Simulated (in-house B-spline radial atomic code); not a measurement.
**Ionising neutral manganese with different functionals**

Computed with an all-electron radial atomic-structure program (B-spline basis): non-relativistic Hamiltonian, point nucleus, spin-polarised at highest spin, spherical fractional occupations for the functionals, the average over the highest-spin determinants for Hartree-Fock. The ionisation energy is the difference of two self-consistent energies, [Ar] 3d5 4s2 → [Ar] 3d5 4s1, without Breit or QED terms; ε is the level of the shell that loses the electron (its least bound occupied spin orbital).

| method | rung | ΔSCF (eV) | -ε(4s) (eV) |
| --- | --- | --- | --- |
| Hartree-Fock | Hartree-Fock | 5.97 | 6.15 |
| HF fractional | Hartree-Fock | 5.97 | 6.15 |
| LDA VWN5 | LDA | ? | ? |
| LDA PW92 | LDA | 7.49 | 4.59 |
| LDA exchange-only | LDA | 5.99 | 3.48 |
| PBE | GGA | 7.16 | 4.42 |
| PBEsol | GGA | 7.11 | 4.42 |
| BLYP | GGA | 7.46 | 4.43 |
| RPBE | GGA | 7.15 | 4.37 |
| PW91 | GGA | 7.21 | 4.45 |
| BP86 | GGA | 7.38 | 4.59 |
| AM05 | GGA | 7.14 | 4.38 |
| OLYP | GGA | 7.26 | 4.24 |
| TPSS | meta-GGA | ? | ? |
| SCAN | meta-GGA | 6.88 | 4.49 |
| r2SCAN | meta-GGA | 6.88 | 4.51 |
| M06-L | meta-GGA | 7.56 | 4.47 |
| revTPSS | meta-GGA | 7.04 | 4.45 |
| PBE0 | global hybrid | 7.02 | 5.06 |
| B3LYP | global hybrid | 7.50 | 5.09 |
| TPSSh | global hybrid | 7.00 | 4.64 |
| M06-2X | global hybrid | 8.02 | 5.95 |
| BHandHLYP | global hybrid | 7.28 | 5.74 |
| r2SCAN0 | global hybrid | 6.89 | 5.13 |
| B97-1 | global hybrid | 7.66 | 5.08 |
| HSE06 | range-separated hybrid | 7.03 | 4.69 |
| wB97X | range-separated hybrid | 7.67 | 7.24 |
| CAM-B3LYP | range-separated hybrid | 7.46 | 6.23 |
| LC-wPBE | range-separated hybrid | 6.91 | 7.01 |

What does LDA VWN5 give?

ΔSCF 7.49 eV, and -ε(4s) = 4.59 eV.

What does TPSS give?

ΔSCF 7.03 eV, and -ε(4s) = 4.38 eV.

Among the functionals, which spreads more, the ΔSCF values or the orbital energies?

The orbital energies: ΔSCF values span about 2.03 eV and the orbital energies 3.75 eV.

How do they compare with the NIST value?

NIST lists 7.434 eV (measured, ground level to ground level). Errors run from -1.46 to +0.59 eV; BLYP is closest (+0.03 eV), but part of that can be cancellation, since the calculations leave out relativity, Breit-QED terms, multiplet and fine-structure energies. Hartree-Fock also lacks correlation.
